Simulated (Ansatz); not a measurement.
Molecule: sum formula H₇BSi₂O₃, net charge 0, singlet state. SMILES: OB(O[SiH3])O[SiH3]
Coordinates optimised at B3LYP-D3(BJ)/def2-TZVP (Ansatz, a first-principles code):
```xyz
13

O     -0.8063     1.8792    -0.0501
B     -0.0586     0.7358     0.0255
O      1.2864     0.7957     0.2646
Si     2.3917    -0.4326     0.3989
O     -0.6726    -0.4726    -0.1411
Si    -2.2470    -0.8917    -0.4379
H     -0.2843     2.6767     0.0803
H      3.6966     0.2088     0.6592
H      2.0386    -1.3268     1.5231
H      2.4566    -1.2110    -0.8574
H     -2.7024    -0.3118    -1.7200
H     -3.1206    -0.4277     0.6617
H     -2.2777    -2.3664    -0.5151
```

Quantity: atomisation energy (electronic, to ground-state atoms), in eV. Correlated levels leave the core frozen unless marked. UHF or UKS for open shells. No spin-orbit coupling. No relativistic terms. The coupled-cluster limit lacks core correlation, which all-electron functionals hold. CBS marks a two-point X^-3 extrapolation of the correlation energy; Hartree-Fock from the larger set.

```
level                                        program  atomisation energy (eV)  minus last row
------------------------------------  --------------  -----------------------  --------------
PBE-D4/def2-TZVPD                     Ansatz + dftd4                    51.83           -0.19
wB97M-V/def2-TZVPD                            Ansatz                    51.91           -0.11
B2GP-PLYP-D3(BJ)/def2-TZVPD           Ansatz + dftd3                    51.31           -0.71
RPA@PBE/cc-pV(T+d)Z                           Ansatz                    48.37           -3.65
RI-MP2/cc-pV(Q+d)Z                            Ansatz                    52.47            0.45
SCS-MP2/aug-cc-pV(D+d)Z                       Ansatz                    48.92           -3.10
CCSD(T)/CBS(cc-pV(T+d)Z,cc-pV(Q+d)Z)          Ansatz                    52.02            0.00
```
